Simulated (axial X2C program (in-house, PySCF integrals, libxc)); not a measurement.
## Curves of NiSe from open-shell CI on d8 s0

Calculated with an axial X2C code built on PySCF integrals: two-component X2C with atomic mean-field Coulomb and Gaunt terms, basis Ni dyall-v3z, Se dyall-v3z (cores contracted in-house). Orbitals come from Hartree–Fock averaged over the configuration Ni d8 s0; CI then distributes these electrons over the d, s shells of Ni.

Scan along the bond; masses Ni 57.935 u, Se 79.917 u. Energies in cm⁻¹ from the lowest point; levels are followed by energy order within each Ω. Lowest level at 2.232 Å: 100% d8.

```json
{"R (Å)": "2.076", "(1)Ω=0": "1566", "(1)Ω=1": "1720", "(1)Ω=4": "1647", "(1)Ω=2": "2344", "(1)Ω=3": "2334"}
{"R (Å)": "2.154", "(1)Ω=0": "334", "(1)Ω=1": "473", "(1)Ω=4": "486", "(1)Ω=2": "979", "(1)Ω=3": "1070"}
{"R (Å)": "2.232", "(1)Ω=0": "0", "(1)Ω=1": "123", "(1)Ω=4": "197", "(1)Ω=2": "535", "(1)Ω=3": "673"}
{"R (Å)": "2.321", "(1)Ω=0": "363", "(1)Ω=1": "468", "(1)Ω=4": "587", "(1)Ω=2": "793", "(1)Ω=3": "945"}
{"R (Å)": "2.411", "(1)Ω=0": "1227", "(1)Ω=1": "1313", "(1)Ω=4": "1460", "(1)Ω=2": "1566", "(1)Ω=3": "1711"}
{"R (Å)": "2.511", "(1)Ω=0": "2469", "(1)Ω=1": "2536", "(1)Ω=4": "2701", "(1)Ω=2": "2720", "(1)Ω=3": "2845"}
{"R (Å)": "2.634", "(1)Ω=0": "4067", "(1)Ω=1": "4110", "(1)Ω=4": "4282", "(1)Ω=2": "4226", "(1)Ω=3": "4322"}
```

(1) Fit the curves (1)Ω=0, (1)Ω=1, (1)Ω=4, (1)Ω=2, (1)Ω=3 near their minima.

The 5 lowest curves are shown; the next is (2)Ω=1, from 1576 cm⁻¹.

Dynamic correlation is missing, so gaps between terms are too wide and other configurations may lie lower; the lowest level listed is that of this model, not necessarily the ground state. For d shells the ligand-field splittings (σ, π, δ) and their order can be off by a thousand cm⁻¹ or more. At most 4 roots were kept for each Ω > 0 (twice that for Ω = 0) within 3.2 eV of the lowest, so higher up levels can be missing between those listed; levels with Ω > 0 are doubly degenerate and listed once, Ω = 0 levels singly. States that fill the shells left empty in the average are placed too high.

Results:

(1) From the open-shell CI curves, Te from the lowest:

```json
{"level": "(1)Ω=0", "Te (cm⁻¹)": "0", "Re (Å)": "2.230", "ωe (cm⁻¹)": "320.7"}
{"level": "(1)Ω=1", "Te (cm⁻¹)": "123", "Re (Å)": "2.232", "ωe (cm⁻¹)": "319.0"}
{"level": "(1)Ω=4", "Te (cm⁻¹)": "195", "Re (Å)": "2.225", "ωe (cm⁻¹)": "319.0"}
{"level": "(1)Ω=2", "Te (cm⁻¹)": "529", "Re (Å)": "2.243", "ωe (cm⁻¹)": "314.7"}
{"level": "(1)Ω=3", "Te (cm⁻¹)": "671", "Re (Å)": "2.239", "ωe (cm⁻¹)": "309.1"}
```

Without dynamic correlation distances can be off by several hundredths of an Å (long for ionic bonds, short for multiple bonds) and the wavenumbers are rough.
